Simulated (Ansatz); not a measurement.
`CCF` and `CC(F)BF` differ in one atom or group.

Ansatz, PBE0-D4/def2-TZVP geometries, multiplicity 1. Each molecule was computed in one conformer, which needn't be the lowest.

```csv
property,`CCF`
HOMO energy (PBE0/def2-TZVPP) / eV,-9.35
LUMO energy (PBE/def2-TZVPP) / eV,0.65
HOMO–LUMO gap (ωB97M-V/def2-TZVPP) / eV,14.62
HOMO–LUMO gap (PBE0/def2-TZVPP) / eV,10.79
HOMO energy (B3LYP/def2-TZVPP) / eV,-9.14
HOMO energy (PBE/def2-TZVPP) / eV,-7.63
```

(1) Give the same properties after the change, and the shifts. (An estimate is asked.)

## Answers

(1) Computed: 
```
                               property  `CC(F)BF`  shift
     HOMO energy (PBE0/def2-TZVPP) / eV      -8.60   0.75
      LUMO energy (PBE/def2-TZVPP) / eV      -2.03  -2.68
HOMO–LUMO gap (ωB97M-V/def2-TZVPP) / eV      11.90  -2.72
   HOMO–LUMO gap (PBE0/def2-TZVPP) / eV       7.60  -3.19
    HOMO energy (B3LYP/def2-TZVPP) / eV      -8.42   0.72
      HOMO energy (PBE/def2-TZVPP) / eV      -7.02   0.61
```

With PBE0 the HOMO rises by 0.75 eV and the LUMO falls by 2.44 eV, so the gap narrows by about 3.19 eV. PBE moves the HOMO by 0.61 eV and ωB97M-V by 0.81 eV.

B3LYP here is the variant with VWN-RPA as its local correlation; programs differ in this.
